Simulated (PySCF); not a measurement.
# Reading the logs of faulty runs: B2H5Si

All numbers below are calculated, not measured. They come from PySCF 2.14.0, an open-source quantum chemistry program, on an isolated molecule that a program drew, which may never have been made. The molecule is B2H5Si (charge 0, doublet), drawn as the SMILES string `B[SiH]B`.

Each row is a Hartree-Fock (HF) and frozen-core CCSD(T) single point in the cc-pV(D+d)Z basis, meant for a local HF minimum. Run 1 is clean. Each other run has one planted mistake out of seven kinds, and not every kind appears here: one electron removed, one electron added, multiplicity raised by two, geometry at a saddle point, minimal basis STO-3G, one bond length entered in bohr, all coordinates scaled. The reference is restricted for singlets and unrestricted otherwise, and also for a bond in bohr. Adding or removing an electron swaps singlet and doublet. Electrons count all cores. HOMO and LUMO are orbital energies over both spins, the gradient is its largest component, and the lowest frequency (negative if imaginary) is given only where the gradient is small. Bond lengths are over the 7 bonds as drawn. T1 is the CCSD diagnostic: over 0.02 (restricted) or 0.045 (unrestricted) a single reference is doubtful.

Geometry of the clean run:
```xyz
8
B2H5Si, angstrom
B    -0.8347    0.8069   -0.6395
Si   -0.9474    0.8240    1.3483
B    -1.8449   -0.5852    2.4315
H    -1.3285   -0.0969   -1.2535
H    -0.2826    1.6819   -1.2448
H    -0.3231    1.9590    2.0681
H    -1.8855   -0.5270    3.6281
H    -2.3598   -1.5179    1.8813
```

```
run,electrons,basis functions,<S^2>,HOMO (eV),LUMO (eV),gradient (hartree/bohr),lowest frequency (cm^-1),mean bond (Å),longest bond (Å),T1,HF (hartree),CCSD(T) (hartree),mistake
1,29,76,0.761,-8.44,-0.05,1.3e-05,178,1.4657,1.991,0.0152,-341.12995,-341.44154,no fault
2,28,76,0.000,-17.23,-7.08,3.6e-02,-,1.4657,1.991,0.0089,-340.84559,-341.13353,one electron removed
3,30,76,0.000,-1.39,6.25,3.1e-02,-,1.4657,1.991,0.0216,-341.15430,-341.51312,one electron added
4,29,76,3.789,-6.93,-2.29,3.3e-02,-,1.4657,1.991,0.0223,-340.99284,-341.30986,multiplicity raised by two
5,29,76,1.419,-8.69,-0.20,2.4e-02,-,1.6180,2.265,0.0671,-341.01146,-341.32297,one bond length entered in bohr
6,29,76,0.764,-8.28,0.05,3.1e-02,-,1.5551,2.113,0.0175,-341.11049,-341.42627,?
```

**Which mistake was planted in run 6, and what did it cost?**

The mean and the longest bond both change by the same factor, 1.061, and the gradient is no longer small. So the mistake is: all coordinates scaled. Subtracting run 1 and multiplying by 627.51 kcal/mol a hartree, the energy moved by 12.2 kcal/mol in HF and 9.6 kcal/mol in CCSD(T).

Cautions from the logs. Run 3: T1 is over the limit, so its CCSD(T) energy is less reliable; run 5: T1 is over the limit, so its CCSD(T) energy is less reliable.
